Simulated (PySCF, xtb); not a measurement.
H7NO2Si2, SMILES O[Si](N)(O)[SiH3].

GFN2-xTB (xtb) at its own geometry gives an orbital gap of 4.71 eV and a dipole moment of 3.13 D.

The structure is a stationary point at r2SCAN-D4/def2-SVP. The structure was generated by enumeration, and PubChem lists no compound with its InChIKey, so it may never have been made. The values are those of a single conformer.

### Question
What does PBE/def2-TZVP run with PySCF give? (An estimate is asked for; the answer gives what the named calculation found.)

### Answer
gap 5.79 eV (levels -6.17 and -0.38 eV), dipole 3.22 D.
